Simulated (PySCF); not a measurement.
C4H4N, SMILES [c]1cc[nH]c1, multiplicity 2. Coordinates come from a r2SCAN-D4/def2-SVP optimisation. The isomer is the one that the SMILES or the coordinates give; other isomers of the formula were not compared.

Computed equilibrium geometry at r2SCAN-D4/def2-SVP (PySCF confirms it by a frequency run) as a Z-matrix, and its point group:
point group Cs.
```
N
H 1 1.0130
C 1 1.3714 2 124.68
C 1 1.3805 2 124.93 3 180.00
C 4 1.3749 1 105.26 2 180.00
H 4 1.0876 5 132.83 1 180.00
H 3 1.0895 1 121.06 2 0.00
C 3 1.3909 7 130.41 1 180.00
H 8 1.0886 3 126.21 7 0.00
```
Charge 0, spin multiplicity 2.
